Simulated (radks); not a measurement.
Task: All-electron atom: Tl28+ in [Kr] 4d10 4f7 (the NIST ground configuration). Method: Dirac Kohn-Sham, LB94 model potential, spin-unpolarised, spherical densities, finite nucleus; open shells fill j = l - 1/2 first; Fermi nuclear charge, rms radius 5.4759 fm; computed with a radial shooting solver on a logarithmic mesh with Libxc functionals. Some entries of the table are withheld. Estimate them.

orbital,occ.,eigenvalue (hartree),<1/r> (bohr^-1),r(max) (bohr)
1s1/2,2,-3184.222,99.45,0.01003
2s1/2,2,-595.4004,24.56,0.05830
2p1/2,2,-573.5673,24.56,0.04270
2p3/2,4,-497.0706,19.73,0.05034
3s1/2,2,-168.3296,9.022,0.1640
3p1/2,2,(1),8.949,0.1528
3p3/2,4,(2),7.692,0.1681
3d3/2,4,-124.6674,7.591,0.1306
3d5/2,6,-121.0146,7.309,0.1348
4s1/2,2,-61.92908,3.950,0.3638
4p1/2,2,-57.59817,3.863,0.3604
4p3/2,4,-53.08883,3.431,0.3897
4d3/2,4,-45.95942,3.281,0.3777
4d5/2,6,-45.06571,3.185,0.3863
4f5/2,6,-36.01188,(3),0.3282
4f7/2,1,-35.77971,(4),0.3318

Result: 
(1) 3p1/2 eigenvalue (hartree): -158.3567
(2) 3p3/2 eigenvalue (hartree): -141.2905
(3) 4f5/2 <1/r> (bohr^-1): 2.962
(4) 4f7/2 <1/r> (bohr^-1): 2.928
